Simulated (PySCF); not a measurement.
F3Ti (SMILES [F][Ti]([F])[F]), doublet (typed; the unrestricted solution is spin-contaminated), at a GFN2-xTB geometry (such geometries of metal compounds can be far from the true shape) (the multiplicity is a formal guess), with bond 4-1 at 3.0 times its length; PBE0/6-31G in PySCF.

Here is a job for PySCF.
```python
from pyscf import gto, scf, dft

mol = gto.Mole()
mol.atom = '''
    Ti   -0.00000000    0.00000000    0.00000000
    F    -1.42869175   -0.90303614    0.09992688
    F    -0.02387975    1.54953530   -0.68190165
    F     4.35771450   -1.93949748    1.74592431
'''
mol.basis = '6-31g'
mol.spin = 1
mol.verbose = 4
mol.build()

mf = dft.UKS(mol)
mf.xc = 'pbe0'
mf.kernel()
mo_i, mo_e, stable_i, stable_e = mf.stability(internal=True, external=False, return_status=True, nroots=6, tol=1e-6)
print('internally stable:', stable_i, ' externally stable:', stable_e)
if not stable_i:
    umf = mf.copy()
    umf.scf_summary = {}
    umf.kernel(umf.make_rdm1(mo_i, mf.mo_occ))
```

Question: Predict the main parts of the log of this PySCF run.

Answer: 
```
PySCF version 2.14.0

[INPUT] verbose = 4
[INPUT] num. atoms = 4
[INPUT] num. electrons = 49
[INPUT] charge = 0
[INPUT] spin (= nelec alpha-beta = 2S) = 1
[INPUT] symmetry False subgroup None
[INPUT] Mole.unit = angstrom
[INPUT] Symbol           X                Y                Z      unit          X                Y                Z       unit  Magmom
[...]
nuclear repulsion = 173.056351306127
number of shells = 26
number of NR pGTOs = 156
number of NR cGTOs = 54
basis = 6-31g
ecp = {}

******** <class 'pyscf.dft.uks.UKS'> ********
method = UKS
initial guess = minao
damping factor = 0
level_shift factor = 0
DIIS = <class 'pyscf.scf.diis.CDIIS'>
diis_start_cycle = 1
diis_space = 8
diis_damp = 0
SCF conv_tol = 1e-09
SCF conv_tol_grad = None
SCF max_cycles = 50
direct_scf = True
direct_scf_tol = 1e-13
number electrons alpha = 25  beta = 24
XC library pyscf.dft.libxc version 7.1.2
    S. Lehtola, C. Steigemann, M. J. T. Oliveira, and M. A. L. Marques,  SoftwareX 7, 1–5 (2018)
XC functionals = pbe0
    C. Adamo and V. Barone,  J. Chem. Phys. 110, 6158 (1999)
    M. Ernzerhof and G. E. Scuseria,  J. Chem. Phys. 110, 5029 (1999)
radial grids:
    Treutler-Ahlrichs [JCP 102, 346 (1995); DOI:10.1063/1.469408] (M4) radial grids

becke partition: Becke, JCP 88, 2547 (1988); DOI:10.1063/1.454033
pruning grids: <function nwchem_prune>
grids dens level: 3
symmetrized grids: False
atomic radii adjust function: <function treutler_atomic_radii_adjust>
small_rho_cutoff = 0
Set gradient conv threshold to 3.16228e-05
tot grids = 63696
init E= -1148.0762341776

cycle= 1 E= -1147.66285680167  delta_E= 0.413  |g|= 1.02  |ddm|= 1.29
cycle= 2 E= -1120.22560394292  delta_E= 27.4  |g|= 5.87  |ddm|= 3.44
cycle= 3 E= -1130.68143399198  delta_E= -10.5  |g|= 3.58  |ddm|= 1.54
cycle= 4 E= -1147.5351137568  delta_E= -16.9  |g|= 1.42  |ddm|= 2.63
cycle= 5 E= -1141.03792924528  delta_E=  6.5  |g|= 2.38  |ddm|= 2.14
cycle= 6 E= -1148.16257227246  delta_E= -7.12  |g|= 0.288  |ddm|= 2.05
cycle= 7 E= -1130.5571231442  delta_E= 17.6  |g|= 3.21  |ddm|= 2.56
cycle= 8 E= -1130.6109860896  delta_E= -0.0539  |g|= 3.19  |ddm|= 0.0175
cycle= 9 E= -1130.59440850864  delta_E= 0.0166  |g|=  3.2  |ddm|= 0.00898
cycle= 10 E= -1130.58789099197  delta_E= 0.00652  |g|= 3.21  |ddm|= 0.0348
cycle= 11 E= -1130.73851858073  delta_E= -0.151  |g|= 3.16  |ddm|= 0.0464
cycle= 12 E= -1130.74007804051  delta_E= -0.00156  |g|= 3.16  |ddm|= 0.0462

cycle= 13 E= -1131.31322644227  delta_E= -0.573  |g|= 3.11  |ddm|= 0.589
cycle= 14 E= -1130.92017288905  delta_E= 0.393  |g|= 3.09  |ddm|= 0.577
cycle= 15 E= -1077.4136109948  delta_E= 53.5  |g|= 4.21  |ddm|= 11.2
cycle= 16 E= -1145.05330743718  delta_E= -67.6  |g|= 2.68  |ddm|= 10.7
cycle= 17 E= -1147.59525647268  delta_E= -2.54  |g|= 1.16  |ddm|= 1.81
cycle= 18 E= -1130.61276908953  delta_E=   17  |g|= 3.16  |ddm|= 2.65
cycle= 19 E= -1130.55746205535  delta_E= 0.0553  |g|= 3.17  |ddm|= 0.0327
cycle= 20 E= -1130.73361743616  delta_E= -0.176  |g|= 3.12  |ddm|= 0.0984
cycle= 21 E= -1130.77063416031  delta_E= -0.037  |g|= 3.11  |ddm|= 0.0496
cycle= 22 E= -1130.74835217681  delta_E= 0.0223  |g|= 3.12  |ddm|= 0.0217
cycle= 23 E= -1130.73542346438  delta_E= 0.0129  |g|= 3.12  |ddm|= 0.0142
cycle= 24 E= -1148.10854549745  delta_E= -17.4  |g|= 0.481  |ddm|= 2.56
cycle= 25 E= -1131.80656389882  delta_E= 16.3  |g|= 2.82  |ddm|= 2.56
cycle= 26 E= -1148.11469397447  delta_E= -16.3  |g|= 0.381  |ddm|= 2.52
cycle= 27 E= -1130.51846795448  delta_E= 17.6  |g|= 3.26  |ddm|= 2.56
cycle= 28 E= -1129.98725426774  delta_E= 0.531  |g|= 3.43  |ddm|= 0.172
cycle= 29 E= -1129.97796073198  delta_E= 0.00929  |g|= 3.43  |ddm|= 0.00854
cycle= 30 E= -1129.99863943985  delta_E= -0.0207  |g|= 3.42  |ddm|= 0.0285
cycle= 31 E= -1130.00342909815  delta_E= -0.00479  |g|= 3.42  |ddm|= 0.0259
cycle= 32 E= -1130.41102987061  delta_E= -0.408  |g|=  3.3  |ddm|= 0.171
cycle= 33 E= -1129.97669541  delta_E= 0.434  |g|= 3.46  |ddm|= 0.132
[...]
SCF not converged.
<class 'pyscf.dft.uks.UKS'> wavefunction has an internal instability
internally stable: False  externally stable: None
[...]

becke partition: Becke, JCP 88, 2547 (1988); DOI:10.1063/1.454033
pruning grids: <function nwchem_prune>
grids dens level: 3
symmetrized grids: False
atomic radii adjust function: <function treutler_atomic_radii_adjust>
small_rho_cutoff = 0
Set gradient conv threshold to 3.16228e-05
init E= -1140.8129548261
cycle= 1 E= -1075.7810165158  delta_E=   65  |g|= 5.44  |ddm|= 10.9

cycle= 2 E= -1093.124955569  delta_E= -17.3  |g|= 5.17  |ddm|= 11.6

cycle= 3 E= -1145.18930328908  delta_E= -52.1  |g|= 2.54  |ddm|= 4.86
cycle= 4 E= -1124.68145290465  delta_E= 20.5  |g|= 5.22  |ddm|= 3.95
cycle= 5 E= -1146.49973111367  delta_E= -21.8  |g|= 2.34  |ddm|= 2.86
cycle= 6 E= -1140.40630205372  delta_E= 6.09  |g|= 2.96  |ddm|= 2.46
cycle= 7 E= -1147.83735258773  delta_E= -7.43  |g|= 0.707  |ddm|= 2.22
cycle= 8 E= -1130.06775416833  delta_E= 17.8  |g|= 3.47  |ddm|= 2.71
cycle= 9 E= -1136.17252302048  delta_E= -6.1  |g|= 3.05  |ddm|= 1.09
cycle= 10 E= -1130.13017851053  delta_E= 6.04  |g|= 3.43  |ddm|= 1.08
cycle= 11 E= -1136.47190251932  delta_E= -6.34  |g|= 2.88  |ddm|= 1.09
cycle= 12 E= -1148.11552249788  delta_E= -11.6  |g|= 0.51  |ddm|= 2.33
cycle= 13 E= -1148.16602050957  delta_E= -0.0505  |g|= 0.361  |ddm|= 0.265
cycle= 14 E= -1132.02356149495  delta_E= 16.1  |g|= 2.86  |ddm|= 2.56
cycle= 15 E= -1131.84766512452  delta_E= 0.176  |g|=  2.9  |ddm|= 0.163
cycle= 16 E= -1131.21500490499  delta_E= 0.633  |g|= 3.08  |ddm|= 0.54
cycle= 17 E= -1137.41416933675  delta_E= -6.2  |g|= 2.67  |ddm|= 1.17

cycle= 18 E= -1131.52658885829  delta_E= 5.89  |g|= 3.03  |ddm|= 1.09
cycle= 19 E= -1131.46232618129  delta_E= 0.0643  |g|= 3.04  |ddm|= 0.0541
cycle= 20 E= -1131.45659371831  delta_E= 0.00573  |g|= 3.05  |ddm|= 0.0918
cycle= 21 E= -1137.25616543127  delta_E= -5.8  |g|= 2.64  |ddm|= 1.08

cycle= 22 E= -1073.88929176651  delta_E= 63.4  |g|= 5.13  |ddm|= 11.2

cycle= 23 E= -1144.92874172538  delta_E=  -71  |g|= 2.68  |ddm|= 10.4
cycle= 24 E= -1147.94802644318  delta_E= -3.02  |g|= 0.722  |ddm|= 2.41
cycle= 25 E= -1148.10005145533  delta_E= -0.152  |g|= 0.513  |ddm|= 0.547
cycle= 26 E= -1131.13089892151  delta_E=   17  |g|= 3.07  |ddm|= 2.57
cycle= 27 E= -1131.1151186998  delta_E= 0.0158  |g|= 3.06  |ddm|= 0.19
cycle= 28 E= -1131.06319299404  delta_E= 0.0519  |g|= 3.07  |ddm|= 0.105
cycle= 29 E= -1131.20438004086  delta_E= -0.141  |g|= 3.06  |ddm|= 0.177
cycle= 30 E= -1131.06126121576  delta_E= 0.143  |g|= 3.08  |ddm|= 0.112
cycle= 31 E= -1131.13652355896  delta_E= -0.0753  |g|= 3.06  |ddm|= 0.124
cycle= 32 E= -1134.73185102521  delta_E= -3.6  |g|= 3.84  |ddm|= 1.02
cycle= 33 E= -1131.73971112918  delta_E= 2.99  |g|= 3.21  |ddm|= 0.766
cycle= 34 E= -1060.04048295922  delta_E= 71.7  |g|= 4.95  |ddm|= 12.8
cycle= 35 E= -1144.71288986577  delta_E= -84.7  |g|= 2.84  |ddm|= 12.1
cycle= 36 E= -1148.06184035004  delta_E= -3.35  |g|= 0.712  |ddm|= 2.12
cycle= 37 E= -1133.63714866233  delta_E= 14.4  |g|= 2.38  |ddm|=  2.6
cycle= 38 E= -1148.02506717166  delta_E= -14.4  |g|= 0.706  |ddm|= 2.52
cycle= 39 E= -1137.77844483863  delta_E= 10.2  |g|= 2.54  |ddm|= 2.35

cycle= 40 E= -1138.14530209819  delta_E= -0.367  |g|= 2.54  |ddm|= 0.252

cycle= 41 E= -1138.52218700542  delta_E= -0.377  |g|= 2.78  |ddm|= 0.165
cycle= 42 E= -1137.93434199608  delta_E= 0.588  |g|= 2.39  |ddm|= 0.352

cycle= 43 E= -1145.53927666338  delta_E= -7.6  |g|= 1.46  |ddm|= 1.48
cycle= 44 E= -1148.17741905314  delta_E= -2.64  |g|= 0.407  |ddm|= 1.81
cycle= 45 E= -1148.2257832091  delta_E= -0.0484  |g|= 0.346  |ddm|= 0.352
cycle= 46 E= -1145.56354872158  delta_E= 2.66  |g|= 1.48  |ddm|= 1.74
cycle= 47 E= -1145.5280407497  delta_E= 0.0355  |g|= 1.47  |ddm|= 0.0865
cycle= 48 E= -1145.54006112709  delta_E= -0.012  |g|= 1.46  |ddm|= 0.0723
cycle= 49 E= -1145.52209842639  delta_E= 0.018  |g|= 1.47  |ddm|= 0.0691
cycle= 50 E= -1145.53078791769  delta_E= -0.00869  |g|= 1.48  |ddm|= 0.111
SCF not converged.
SCF energy = -1145.53078791769 after 50 cycles  <S^2> = 2.7393673  2S+1 = 3.4579574
```

The run did not converge; its last values are not results.
